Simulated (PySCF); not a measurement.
# Cl²⁺: ionisation energy

Cl²⁺ [Ne] 3s2 3p3 (4S) → Cl³⁺ [Ne] 3s2 3p2 (3P), as a difference of total energies. Calculation: PySCF 2.14, in aug-cc-pV(D+d)Z; no relativity, point nucleus. Correlated levels: valence: [Ne] frozen. The calculations carry no spin-orbit coupling.

| method | ionisation energy (eV) |
| --- | --- |
| UHF | 38.960 |
| LDA | 39.687 |
| PBE | 39.606 |
| PBE0 | 39.678 |
| r2SCAN | 39.829 |
| PW91 | 39.682 |
| MN15 | 39.770 |
| BHandHLYP | 39.469 |
| r2SCAN0 | 39.813 |
| ROHF | 39.102 |
| MP2 (valence) | 39.424 |
| SCS-MP2 (valence) | 39.259 |

**Question.** How much does correlation contribute at MP2 (valence)?

**Answer.** 39.424 − (38.960) = 0.464 eV, measured against UHF.

A first-order spin-orbit estimate (lowest level to lowest level, LS coupling) adds -0.097 eV.

Errors of the correlated levels include the incompleteness of this basis and the frozen core.

For comparison: 39.8 ± 0.11 eV (semi-empirical (NIST evaluation); NIST Atomic Spectra Database, ionization energies).
